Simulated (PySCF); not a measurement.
Deuteron quadrupole couplings in `C=C(C)[Si](C)(C)[SiH3]`

Species: C₅H₁₄Si₂.
Atom-mapped SMILES: `[CH2:1]=[C:2]([CH3:3])[Si:4]([CH3:5])([CH3:6])[SiH3:7]` (hydrogens: H8, H9 on C1; H10, H11, H12 on C3; H13, H14, H15 on C5; H16, H17, H18 on C6; H19, H20, H21 on Si7)

Geometry (GFN2-xTB, Å), atoms numbered from 1 in this order:
```xyz
21
C5H14Si2 angstrom
C     -2.0694    0.1330    1.2189
C     -1.3264   -0.2190    0.1783
C     -1.8972   -1.0663   -0.9198
Si     0.5118    0.2585    0.0212
C      0.8422    0.6948   -1.8138
C      0.8295    1.8464    1.0362
Si     1.8822   -1.4892    0.7242
H     -1.6796    0.7399    2.0184
H     -3.1038   -0.1637    1.3174
H     -1.8888   -0.5145   -1.8588
H     -1.2929   -1.9622   -1.0581
H     -2.9213   -1.3639   -0.7016
H      1.8647    1.0342   -1.9525
H      0.6979   -0.1681   -2.4572
H      0.1856    1.4848   -2.1693
H      0.1607    2.6528    0.7490
H      0.6950    1.6693    2.0987
H      1.8476    2.1966    0.8928
H      1.6602   -2.7250   -0.0359
H      1.6834   -1.8385    2.1342
H      3.3096   -1.1832    0.5772
```

Level: PBE0/pcSseg-1 (PySCF, non-relativistic); Q(2H) = 0.00286 b; rigid geometry, the same for H and D, with no vibrational averaging.

Question: Rank these positions by the coupling χzz of a deuteron there, largest first.
A. H17 (methyl hydrogen)
B. H19 (Si–H hydrogen)
C. H12 (methyl hydrogen)
D. H8 (vinylic hydrogen)

Answer: D (227 kHz), A (220 kHz), C (210 kHz), B (110 kHz).

Q: Give the electric field gradient Vzz (the principal value of largest size), its asymmetry and the 2H coupling at each hydrogen.

A: 
| atom | bonded to | bond length (Å) | Vzz (au) | η | χzz (kHz) |
| --- | --- | --- | --- | --- | --- |
| H8 | C1 | 1.077 | 0.3379 | 0.06 | 227 |
| H9 | C1 | 1.081 | 0.3306 | 0.05 | 222 |
| H10 | C3 | 1.089 | 0.3123 | 0.02 | 210 |
| H11 | C3 | 1.089 | 0.3114 | 0.03 | 209 |
| H12 | C3 | 1.089 | 0.3130 | 0.03 | 210 |
| H13 | C5 | 1.086 | 0.3256 | 0.01 | 219 |
| H14 | C5 | 1.086 | 0.3258 | 0.01 | 219 |
| H15 | C5 | 1.087 | 0.3247 | 0.02 | 218 |
| H16 | C6 | 1.086 | 0.3254 | 0.02 | 219 |
| H17 | C6 | 1.086 | 0.3267 | 0.02 | 220 |
| H18 | C6 | 1.086 | 0.3258 | 0.01 | 219 |
| H19 | Si7 | 1.468 | 0.1631 | 0.01 | 110 |
| H20 | Si7 | 1.466 | 0.1640 | 0.01 | 110 |
| H21 | Si7 | 1.467 | 0.1634 | 0.01 | 110 |

Q: Average by the element that carries the hydrogen.

A: on C: 217 kHz over 11 positions, mean bond length 1.086 Å; on Si: 110 kHz over 3 positions, mean bond length 1.467 Å.

Q: How does χzz go with the bond length over the 11 C–H bonds?

A: A straight-line fit has a slope of -12.9 kHz for each 0.01 Å, with a correlation coefficient of -0.88, over lengths from 1.077 to 1.089 Å. The longer bonds have the smaller couplings here.

Q: Give the 2H NMR doublet splittings at H9 for a magnetic field along the z, y and x axes of the gradient: 3χ/2, 3χ(1 + η)/4, 3χ(1 − η)/4.

A: With |χ| = 222.1 kHz and η = 0.055: 333, 176 and 158 kHz, to first order and without motion.

Geometry: GFN2-xTB, one conformer, isolated molecule. GFN2-xTB bond lengths can be off by several hundredths of an ångström, more for odd bonds, and the gradients follow them. These gradients aren't converged with respect to the basis.
